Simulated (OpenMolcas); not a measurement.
## Li: CASPT2 settings compared

```
Program             : OpenMolcas 26.06
Basis               : ANO-RCC-VDZ [3s2p]
Scalar Hamiltonian  : DKH3, point nucleus
Active space        : 1 electron in 8 orbitals (2s 2p 3s 3p)
State averaging     : 2S+1 = 2 even, 1 root; 2S+1 = 2 odd, 3 roots
Spin-orbit coupling : RASSI with atomic mean-field integrals over the reference wave functions, term energies averaged over their components
```

Methods on the same reference wave functions:
A. CASSCF
B. SS-CASPT2, IPEA 0.1 Eh, imaginary shift 0.4 Eh (closed shells correlated: 1s)
C. SS-CASPT2, IPEA 0.75 Eh, no level shift (closed shells correlated: 1s)
D. SS-CASPT2, IPEA 0.4 Eh, no level shift (closed shells correlated: 1s)

Energies in cm⁻¹ above 2s ²S_1/2, the measured ground level; measured values from NIST Handbook of Basic Atomic Spectroscopic Data.

```tsv
Level	A	B	C	D	Measured
2s ²S_1/2	0.0	0.0	0.0	0.0	0.0
2p ²P°_1/2	14898	14887	14879	14883	14904
2p ²P°_3/2	14898	14887	14879	14883	14904
```

Deviations, from unrounded energies. A percentage is the sum of absolute deviations over the sum of measured energies, with the sign that they share, or ± where signs differ.

```
           Against measurement  Levels     A     B     C     D
mean absolute deviation (cm-1)       2   5.8    17    24    20
      other configurations (%)       2  -0.0  -0.1  -0.2  -0.1
```

A lies closest to measurement on these levels and C furthest from it. The largest miss of A in the table is 2p ²P°_3/2, by -6 cm-1. The ranking rests on the paired levels alone, and a cruder setting can come out closer through cancelling errors.

Among B to D the level of the table that moves most is 2p ²P°_3/2, by 7.7 cm-1 (lowest in C, highest in B).

The lowest spin-free term lies below A's lowest term by 0.014 hartree in B, 0.014 hartree in C, 0.014 hartree in D.

With one active electron outside closed inactive shells, the extra shells (3p 3s) add no correlation to the reference. ANO sets are built for ground and valence states and can reach diffuse excited orbitals poorly. With one active electron the reference holds no correlation, so core polarisation is missing (holds for A). With one active electron, CASPT2 adds the correlation within the correlated inactive shells and between them and that electron, and leaves the splitting within a term as the reference gives it (holds for B; C; D). Measured partners are found by configuration, term and J. A level has none where our copy of the source lacks it or the pairing is in doubt (some pairs that miss far off the trend of their configuration count as doubtful), and it then counts in no deviation. Only configurations of the active space appear.

° marks odd parity.
